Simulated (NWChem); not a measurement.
Species: pivalic acid (C$_{5}$H$_{10}$O$_{2}$); SMILES OC(C(C)(C)C)=O

```xyz
17

C      0.7551    -0.9961    -1.2597
C     -0.0127    -0.5717     0.0002
C     -1.4101    -1.1842     0.0062
C      0.7668    -0.9975     1.2523
C     -0.1436     0.9462     0.0006
O      1.0493     1.5628     0.0003
O     -1.1768     1.5630     0.0006
H      1.7601    -0.5514    -1.2839
H      0.8605    -2.0920    -1.2798
H      0.2217    -0.6917    -2.1736
H     -1.3400    -2.2826     0.0043
H     -1.9853    -0.8699    -0.8765
H     -1.9773    -0.8719     0.8948
H      1.7720    -0.5529     1.2678
H      0.2420    -0.6941     2.1716
H      0.8722    -2.0934     1.2702
H      0.8613     2.5139     0.0000
```
Atoms are numbered in this order, from 1.

Computed with NWChem. Pople sets run with spherical d functions. Geometry: optimised at PBE0/def2-SVP. No frequency run checked for a minimum.

Task: Order these by “dipole (D)”, lowest first: Hartree-Fock/6-31+G*; Hartree-Fock/3-21G; Hartree-Fock/STO-3G; Hartree-Fock/6-31G*.

Result: Hartree-Fock/STO-3G (0.92), Hartree-Fock/3-21G (1.60), Hartree-Fock/6-31G* (1.81), Hartree-Fock/6-31+G* (1.94)
